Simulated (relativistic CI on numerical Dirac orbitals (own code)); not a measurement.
## Ligand-field terms of d6

Computed with a parametric ligand-field model of a d^n configuration (Racah B and C, spin-orbit zeta, crystal field), exact diagonalisation.

Field parameters in Wybourne normalisation: Td as Oh with Dq negative (B⁴₀ = 21Dq, B⁴₄ = √(5/14) B⁴₀). The field is a parameter set, without covalency.

Ground term and bands for B = 300, C = 1420, ζ = 0 cm⁻¹, Td, 10Dq = -2190 cm⁻¹?

Ground term 5E with 3.00 electrons in the two orbitals of the cubic e set. Spin-allowed: 5T2 2190 cm⁻¹. Lowest spin-forbidden: 3T1 5671 cm⁻¹ (1763 nm), 3E 7093 cm⁻¹ (1410 nm), 3T1 7560 cm⁻¹ (1323 nm).

Ground term and bands for B = 300, C = 1420, ζ = 0 cm⁻¹, Td, 10Dq = -6240 cm⁻¹?

Ground term 5E with 3.00 electrons in the two orbitals of the cubic e set. Spin-allowed: 5T2 6240 cm⁻¹ (1603 nm). Lowest spin-forbidden: 3T1 2038 cm⁻¹, 1T2 5875 cm⁻¹ (1702 nm), 1E 6260 cm⁻¹ (1597 nm).

Ground term and bands for B = 300, C = 1420, ζ = 0 cm⁻¹, Td, 10Dq = -3270 cm⁻¹?

Ground term 5E with 3.00 electrons in the two orbitals of the cubic e set. Spin-allowed: 5T2 3270 cm⁻¹ (3058 nm). Lowest spin-forbidden: 3T1 4755 cm⁻¹ (2103 nm), 3E 7129 cm⁻¹ (1403 nm), 3T1 7560 cm⁻¹ (1323 nm).

Ground term and bands for B = 300, C = 1420, ζ = 0 cm⁻¹, Td, 10Dq = -4620 cm⁻¹?

Ground term 5E with 3.00 electrons in the two orbitals of the cubic e set. Spin-allowed: 5T2 4620 cm⁻¹ (2165 nm). Lowest spin-forbidden: 3T1 3543 cm⁻¹ (2823 nm), 3E 7157 cm⁻¹ (1397 nm), 1T2 7300 cm⁻¹ (1370 nm).

Ground term and bands for B = 300, C = 1420, ζ = 0 cm⁻¹, Td, 10Dq = -1650 cm⁻¹?

Ground term 5E with 3.00 electrons in the two orbitals of the cubic e set. Spin-allowed: 5T2 1650 cm⁻¹. Lowest spin-forbidden: 3T1 6095 cm⁻¹ (1641 nm), 3E 7065 cm⁻¹ (1415 nm), 3T1 7559 cm⁻¹ (1323 nm).
